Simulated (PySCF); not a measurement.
**C7H7O: g tensor and hyperfine couplings**

C7H7O (doublet state).
Z-matrix (Å and degrees, GFN2-xTB geometry), rows numbered from 1:
```
C 
C   1  1.3456
C   2  1.4179  1  124.53
C   3  1.4193  2  125.06  1  -179.88
C   4  1.3538  3  111.32  2  -179.99
C   5  1.4859  4  110.66  3     0.04
C   3  1.4611  2  126.90  1     0.14
O   7  1.2161  3  128.61  2    -0.04
H   1  1.0765  2  121.46  3   179.99
H   1  1.0759  2  120.82  3     0.00
H   2  1.0851  1  119.75  3  -179.98
H   4  1.0767  3  123.28  2     0.06
H   5  1.0755  4  126.30  3  -179.97
H   6  1.0923  5  112.67  4   119.40
H   6  1.0923  5  112.68  4  -119.55
```

The hyperfine couplings belong to this conformer and change with its torsions.

Identity: `C=CC1=C[CH]CC1=O` [radical].

Computed, not measured: UKS B3LYP, pcH-1 on C H O, non-relativistic, mean-field spin-orbit, GIAO in PySCF. Isolated species at its GFN2-xTB geometry (one conformer only). Couplings are sensitive to structure, and on GFN2-xTB geometries they can be far from those on DFT ones. The SCF solution wasn't tested for stability. ⟨S²⟩ is 0.783 where a pure state has 0.75.

```
g1, g2, g3      : 2.00214, 2.00345, 2.00489
g_iso           : 2.00349
Form of g       : rhombic: the two nearest values differ by 48 % of g3 − g1
⟨S²⟩            : 0.7827 (exact 0.7500)
Basis functions : 270
```

Isotropic coupling and dipolar principal values T1 to T3, in MHz:

| atom | isotope | a_iso | T1 | T2 | T3 | Mulliken spin population |
| --- | --- | --- | --- | --- | --- | --- |
| C1 | 13C | 31.2 | -30.4 | -28.7 | 59.1 | 0.40 |
| C2 | 13C | -32.3 | -21.2 | 9.0 | 12.3 | -0.18 |
| C3 | 13C | 41.6 | -36.4 | -36.0 | 72.5 | 0.46 |
| C4 | 13C | -32.8 | -20.4 | 9.5 | 10.9 | -0.18 |
| C5 | 13C | 36.6 | -35.2 | -33.6 | 68.8 | 0.44 |
| C6 | 13C | -12.7 | -0.3 | -0.2 | 0.5 | -0.03 |
| C7 | 13C | -18.8 | -1.8 | -0.9 | 2.7 | -0.03 |
| O8 | 17O | -10.9 | -50.3 | 25.1 | 25.3 | 0.16 |
| H9 | 1H | -24.8 | -14.8 | -0.6 | 15.4 | -0.02 |
| H10 | 1H | -24.2 | -11.0 | -2.0 | 13.0 | -0.02 |
| H11 | 1H | 8.6 | -3.4 | -1.2 | 4.6 | 0.01 |
| H12 | 1H | 7.8 | -3.3 | -0.5 | 3.8 | 0.01 |
| H13 | 1H | -29.2 | -17.2 | -0.4 | 17.6 | -0.02 |
| H14 | 1H | 11.5 | -3.2 | -0.2 | 3.4 | 0.00 |
| H15 | 1H | 11.5 | -3.2 | -0.2 | 3.4 | 0.00 |

Largest spin populations (Mulliken): C3 (+0.46), C5 (+0.44), C1 (+0.40) and C2 (-0.18). Four atoms exceed +0.15. The positive populations add up to 1.48 and the negative ones to -0.48, together 2S = 1.

The SMILES `C=CC1=C[CH]CC1=O` draws the unpaired electron on C5, whose computed spin population is only +0.44.

Axes: g2 points within 5° of the C4–C5 bond.

Under fast tumbling the dipolar parts average out, and these isotropic splittings remain: 1 × 1H (H13, I = 1/2, 2 lines) with 1.04 mT, 1 × 1H (H9, I = 1/2, 2 lines) with 0.88 mT, 1 × 1H (H10, I = 1/2, 2 lines) with 0.86 mT, 2 × 1H (H14/H15, I = 1/2, 3 lines) with 0.41 mT, 1 × 1H (H11, I = 1/2, 2 lines) with 0.31 mT and 1 × 1H (H12, I = 1/2, 2 lines) with 0.28 mT.

The 17O coupling of O8 (-10.9 MHz) shows only in satellite lines or after enrichment, since that isotope makes up about 0.038 % of natural oxygen.

The 13C coupling of C3 (41.6 MHz) shows only in satellite lines or after enrichment, since that isotope makes up about 1.07 % of natural carbon.

The spin density at the nucleus, in bohr⁻³, is negative for C4 (-0.0292), C2 (-0.0287) and C7 (-0.0167), for instance. A restricted open-shell determinant has no negative spin density anywhere; here it arises because α and β orbitals differ (spin polarisation).

The run took 63 s of wall time (grids of density and orbitals included) on an Arm Neoverse V2 with one thread, shared host, and the process peaked at 0.97 GiB of memory.
